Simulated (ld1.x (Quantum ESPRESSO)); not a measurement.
Ranking TM semilocal potentials for selenium (Se)

All share these settings but for the change named:

- Element: Se (Z = 34)
- Generator: ld1.x (Quantum ESPRESSO) 7.5
- Type: norm-conserving Troullier–Martins (semilocal form)
- Functional: PBE
- Relativity: scalar-relativistic
- Frozen core: [Ar] 3d10
- Valence charge: 6
- Reference configuration: 4s2 4p4
- Partial waves: 4s (bound): rc 1.65 bohr; 4d channel at 0.15 Ry: rc 1.60 bohr; 4p (bound): rc 1.85 bohr
- Local potential: the p channel
- Core correction: none

Test errors are all-electron minus pseudo excitation energies from the reference, over 4s2 4p3; 4s2 4p2; 4s2 4p1; 4s2 4p4.3; 4s2 4p0; 4s0 4p6; 4s1 4p4. None of these files shows a bound ghost.

The base gives 56.2 meV.

Of 6 variants that were run, those that failed, showed a ghost or another fault, or gave nearly equal values are left out.

A variant can come out equal or close to the base, since the largest error may sit in a test that the change hardly touches while other tests move.

Rank these variants by their largest absolute test error, smallest first.
A. wave 4s (bound): rc 1.65 bohr becomes 4s (bound): rc 1.44 bohr
B. wave 4p (bound): rc 1.85 bohr becomes 4p (bound): rc 2.24 bohr
C. wave 4d channel at 0.15 Ry: rc 1.60 bohr becomes 4d channel at -0.13 Ry: rc 1.60 bohr
D. all radii scaled by about 1.31 (s 2.16, p 2.42, d 2.08 bohr)
E. core correction a·sin(br)/r model core inside 1.76 bohr

D (18.5 meV), C (56.2 meV), A (68.1 meV), B (118.7 meV), E (214.3 meV).
